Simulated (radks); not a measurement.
Species: Al+. Configuration: [Ne] 3s2 (the NIST ground configuration). Method: Dirac Kohn-Sham, PBE, spin-unpolarised, spherical densities, finite nucleus; Fermi nuclear charge, rms radius 3.061 fm; computed with a radial shooting solver on a logarithmic mesh with Libxc functionals.

Normalised radial functions P(r) = r R(r) (large component), r in bohr:

r           3s1/2
0.006275   0.0383
0.008995   0.0528
0.01289    0.0717
0.01863    0.0957
0.0267     0.1223
0.03858    0.1485
0.05529    0.1644
0.07989    0.1551
0.1145     0.1023
0.1641    -0.0064
0.2371    -0.1607
0.3399    -0.2918
0.4911    -0.2999
0.7039    -0.1090
1.017      0.2483
1.458      0.5837
2.089      0.7058
3.019      0.5210
4.327      0.2270
6.252      0.0486

3s1/2: eigenvalue -14.810 eV, 2 radial nodes at r = 0.161, 0.797 bohr, <r> = 2.38 bohr, 90 % of the charge inside 3.59 bohr.
